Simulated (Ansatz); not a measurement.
C₂H₇S (SMILES CC[SH2+]), charge +1, singlet, geometry from GFN2-xTB. Base run: Ansatz (an electronic-structure program) with B3LYP/cc-pVTZ.

The Ansatz input:
Ansatz 0.2 input:
```yaml
crystal:
  periodic: [false, false, false]
  atoms:
    - {symbol: C, position_ang: [1.53145653, 0.73564742, 0.10694436]}
    - {symbol: C, position_ang: [0.02726540, 0.87468496, 0.06850411]}
    - {symbol: S, position_ang: [-0.75523355, -0.79638233, -0.18004300]}
    - {symbol: H, position_ang: [-1.99146346, -0.50823109, 0.28749942]}
    - {symbol: H, position_ang: [-0.37068924, 1.30238251, 0.98666784]}
    - {symbol: H, position_ang: [-0.29446314, 1.46595224, -0.78878956]}
    - {symbol: H, position_ang: [1.96823129, 1.72963885, 0.17858664]}
    - {symbol: H, position_ang: [1.86336116, 0.16284318, 0.96947556]}
    - {symbol: H, position_ang: [1.91447533, 0.27099735, -0.79813333]}
    - {symbol: H, position_ang: [-0.35804669, -1.34346000, 0.99269072]}
basis:
  gaussian:
    orbitals: cc-pVTZ
hamiltonian:
  xc: b3lyp
total_charge: 1
```

Variants of this job, named by their change:

```json
[
 {"change": "base", "ΔE vs base (kcal/mol)": "0.000"},
 {"change": "fitting.mean_field = def2-universal-JKFIT", "ΔE vs base (kcal/mol)": "-0.055"},
 {"change": "final_grid = 10, 20, 41", "ΔE vs base (kcal/mol)": "0.000"},
 {"change": "final_grid = 4, 8, 17", "ΔE vs base (kcal/mol)": "[?]"},
 {"change": "fitting.mean_field = cc-pVTZ-JKFIT", "ΔE vs base (kcal/mol)": "-0.027"},
 {"change": "accuracy = high", "ΔE vs base (kcal/mol)": "-0.003"},
 {"change": "lower_state_search = off", "ΔE vs base (kcal/mol)": "0.000"},
 {"change": "point_charge = charge:0.5 position_ang:0.8953, -3.6863, -3.4905", "ΔE vs base (kcal/mol)": "29.94"},
 {"change": "point_charge = charge:1.0 position_ang:4.9268, 0.7699, -2.8728", "ΔE vs base (kcal/mol)": "52.84"},
 {"change": "final_grid = 6, 12, 29", "ΔE vs base (kcal/mol)": "0.000"},
 {"change": "nuclear_model = gaussian", "ΔE vs base (kcal/mol)": "[?]"}
]
```

Task: Fill in the missing entries.

Result: 
- final_grid = 4, 8, 17, ΔE vs base (kcal/mol): 0.044
- nuclear_model = gaussian, ΔE vs base (kcal/mol): 0.209
